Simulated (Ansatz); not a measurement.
Single points on Be4.

```yaml
crystal:
  periodic: [false, false, false]
  atoms:
    - {symbol: Be, position_ang: [0.720700, -0.998869, -0.230058]}
    - {symbol: Be, position_ang: [-0.889414, -0.308454, 0.826954]}
    - {symbol: Be, position_ang: [-0.535305, 0.383086, -1.066233]}
    - {symbol: Be, position_ang: [0.704020, 0.924237, 0.469337]}
basis:
  gaussian: {orbitals: def2-TZVP, initial_orbitals: start.molden}
hamiltonian: {xc: pbe0}
output: {orbitals: {seedname: orbitals}}
```

The file start.molden holds the orbitals of an earlier run on this structure, at another level or in another basis.

```sh
$ ansatz run in.yaml --threads 4 --pin off --events-out ev --progress --plain --max-ram 3916MiB
```

Shortened log:

```
Functional definition: PBE0
564 factors; their error is unknown
mean field evaluation 1: about -1597.7840 eV, gradient 2.5e0 eV
mean field evaluation 2: about -1597.7997 eV, gradient 1.9e-2 eV
mean field evaluation 4: about -1597.7896 eV, gradient 4.5e-5 eV
mean field evaluation 8: about -1596.5078 eV, gradient 1.8e1 eV
mean field evaluation 16: about -1597.7896 eV, gradient 1.2e-3 eV
mean field -1597.78955415 eV, -58.7176830942 hartree, gradient 2.2e-5 eV, S^2 0.000000; 1 other end points of the search recorded, 0 dependent functions left out
reference -1597.78958229 eV, -58.7176841284 hartree; 8, 8 occupied and 68, 68 virtual orbitals, 564 factors
Total energy: -1597.78958229 eV, -58.7176841284 hartree
```

It took 0.45 s on 4 threads of Arm Neoverse V1 on a shared host.

As the first input, with `hamiltonian: {xc: {name: B2PLYP}}`, `scf: {omitted_lower_state_checks: [starts]}` and without the key `output` (abridged; 0.55 s):

```
Functional definition: B2PLYP
mean field -1596.36044284 eV, -58.6651642224 hartree, gradient 2.2e-6 eV, S^2 0.000000
second order -10.38197709 eV of doubles, -0.00000000 eV of singles
Total energy: -1599.16370213 eV, -58.7681821013 hartree
Checks for a lower state left out: starts
```

First input, but with `gaussian: {orbitals: def2-TZVPD, initial_orbitals: start.molden}`, `correlation: {method: ccsd_t}`, `scf: {omitted_lower_state_checks: [starts]}` and without the key `hamiltonian` (abridged; 1.3 s):

```
Functional definition: HF
mean field -1587.83597584 eV, -58.3518958383 hartree, gradient 2.1e-6 eV, S^2 0.000000; unrestricted orbitals would lower it
second order -8.15402466 eV of doubles, -0.00000000 eV of singles
cycle   1  -8.52990505 eV  change   -3.8e-1 eV  update   1.1e-1
cycle   2  -8.80678853 eV  change   -2.8e-1 eV  update   4.5e-2
cycle   3  -8.91032962 eV  change   -1.0e-1 eV  update   2.7e-2
cycle   4  -8.90256731 eV  change    7.8e-3 eV  update   1.0e-2
cycle   5  -8.90719950 eV  change   -4.6e-3 eV  update   4.5e-3
cycle   6  -8.90701880 eV  change    1.8e-4 eV  update   1.4e-3
cycle   7  -8.90672153 eV  change    3.0e-4 eV  update   3.4e-4
cycle   8  -8.90663721 eV  change    8.4e-5 eV  update   9.2e-5
cycle   9  -8.90662019 eV  change    1.7e-5 eV  update   2.9e-5
cycle  10  -8.90663194 eV  change   -1.2e-5 eV  update   8.4e-6
perturbative correction -0.62779470 eV, -0.0230710295 hartree
Total energy: -1597.37040247 eV, -58.7022795543 hartree
Checks for a lower state left out: starts
```

First input, but with `gaussian: {orbitals: 6-31G}`, `hamiltonian: {xc: hf}`, `scf: {omitted_lower_state_checks: [starts]}` (abridged; 0.1 s):

```
Functional definition: HF
mean field -1587.24251501 eV, -58.3300865550 hartree, gradient 1.2e-5 eV, S^2 0.000000
Total energy: -1587.24251501 eV, -58.3300865550 hartree
Checks for a lower state left out: starts
```

As the first input, with `gaussian: {orbitals: 6-31G}`, `hamiltonian: {xc: {name: B3LYP}}`, `scf: {omitted_lower_state_checks: [starts]}` (abridged; 0.25 s):

```
Functional definition: B3LYP
mean field -1600.60518964 eV, -58.8211557902 hartree, gradient 3.5e-5 eV, S^2 0.000000
Total energy: -1600.60537961 eV, -58.8211627713 hartree
Checks for a lower state left out: starts
```

The first input with `gaussian: {orbitals: def2-TZVPD, initial_orbitals: start.molden}`, `hamiltonian: {xc: r2scan}`, `scf: {omitted_lower_state_checks: [starts]}` (abridged; 0.85 s):

```
Functional definition: r2SCAN
mean field -1599.59070206 eV, -58.7838740593 hartree, gradient 1.4e-5 eV, S^2 0.000000
Total energy: -1599.59071777 eV, -58.7838746364 hartree
Checks for a lower state left out: starts
```

Geometry: B3LYP/def2-TZVP.

B3LYP takes the VWN-RPA correlation. Correlated methods freeze no core orbitals. At CCSD(T)/def2-TZVPD T1 of the charge 0 singlet is large (up to 0.025), so the single-reference result is doubtful. At CCSD(T)/def2-TZVPD the restricted singlet (for correlated methods, its reference) is unstable: a solution with broken spin symmetry lies lower. The restricted singlet is unstable towards broken spin symmetry in Hartree–Fock (as tested in another run); at HF/6-31G this wasn't settled. The structure comes from a short search, and lower isomers may exist.
